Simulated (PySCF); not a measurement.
A calculated (UHF, PySCF 2.14, def2-TZVP, no relativity, point nucleus) atom or ion has these occupied shells.

| shell | electrons | orbital energy (eV) | rms radius, mean of both spins (bohr) |
| --- | --- | --- | --- |
| 1s α | 1 | -739.97 | 0.204 |
| 1s β | 1 | -737.04 | 0.204 |
| 2s α | 1 | -65.312 | 1.06 |
| 2s β | 1 | -54.270 | 1.06 |
| 2p α | 3 | -40.722 | 1.09 |
| 2p β | 1 | -35.656 | 1.09 |

Q: Name the element and its charge.

A: F⁺ (fluorine, charge +1), in [He] 2s2 2p4, high-spin 3P determinant.
